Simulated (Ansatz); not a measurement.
`[F][Al]([F])[Cl]` + `C[SeH]` → `C[Se][Al]([F])[F]` + HCl at 298.15 K and 1 bar (ligand exchange at the Al–Cl bond).

Program: Ansatz. Geometries: PBE0-D4/def2-TZVP. ΔE: electronic, gas phase. CBS: MP2 limit from def2 TZ/QZ plus the TZ coupled-cluster correction, frozen cores. This one scheme is used for every species. For Se outer-core shells are correlated without core-valence functions, which leaves a few kJ/mol of doubt a bond. Scalar relativity is left out up to krypton. One conformer a species, not always the lowest.

| species | CCSD(T)/CBS energy (Eh) | H − E (kJ/mol) | S (J/(mol·K)) |
| --- | --- | --- | --- |
| `[F][Al]([F])[Cl]` | -901.60711 | 32.7 | 298.8 |
| `C[SeH]` | -2441.15625 | 129.5 | 267.5 |
| `C[Se][Al]([F])[F]` | -2882.36734 | 137.0 | 376.7 |
| HCl | -460.38127 | 26.6 | 186.8 |

H − E and S are ideal-gas, rigid-rotor, harmonic terms from PBE0-D4/def2-TZVP, for one conformer and one mirror image of each species. 1 Eh = 2625.50 kJ/mol, R = 8.31446 J/(mol·K).

Task: By hand: ΔE, ΔH, ΔS and ΔG.

Result: ΔE = (-2882.36734) + (-460.38127) − (-901.60711) − (-2441.15625) = 0.01475 Eh = 38.7 kJ/mol. Δ(H − E) = 137.0 + 26.6 − 32.7 − 129.5 = 1.4, so ΔH = 40.1 kJ/mol. ΔS = 376.7 + 186.8 − 298.8 − 267.5 = -2.8 J/(mol·K). ΔG = 40.1 − 298.15 × (-2.8)/1000 = 40.9 kJ/mol.

Task: By hand: the equilibrium constant, and the temperature at which ΔG would vanish if ΔH and ΔS stayed fixed.

Result: log₁₀ K = −ΔG/(RT ln 10) = -7.2. ΔH and −TΔS have one sign here, so there is no such temperature.

The number of gas molecules stays the same, so ΔS is small and ΔH decides. A doubt of 5 kJ/mol in ΔE shifts log₁₀ K by 0.9 here. Other conformers and mirror images would add mixing entropy, several J/(mol·K) or more a flexible species. Modes under 60 cm⁻¹, often nearly free rotors, make the harmonic entropy too high. These are equilibria of isolated gas molecules and say nothing of rates. Largest T1 diagnostic: 0.012 (customary marks: 0.02 for closed shells, 0.045 for open ones).

ΔS is within the doubt of such terms, so its sign, and with it that verdict, could turn.
